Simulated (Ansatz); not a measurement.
Cartesian coordinates in Å:
```
B 0.2431 -1.1655 0.8515
C -0.4197 -0.1154 -0.0412
F -1.7783 -0.3106 -0.2967
C 0.2966 0.6251 -1.1285
C 0.0018 1.3211 -0.0931
H 1.4052 -1.0360 1.0970
H -0.3749 -2.0867 1.2917
H 0.6800 0.5182 -2.1283
H -0.0538 2.2498 0.4476
```

Total charge 0; spin multiplicity 1.

(1) List the CAM-B3LYP/def2-TZVPP orbital energies in eV (Ansatz). (Best estimate.)

Results:

(1) The calculation gave: Occupied: -672.76, -281.05, -280.06, -280.02, -185.67, -34.31, -26.80, -19.12, -18.28, -16.85, -16.12, -13.81, -13.68, -13.50, -11.38, -10.80, -9.86, -9.73. Lowest empty: -0.61, 0.93, 2.54, 2.91, 3.06, 3.27, 3.59, 4.03.
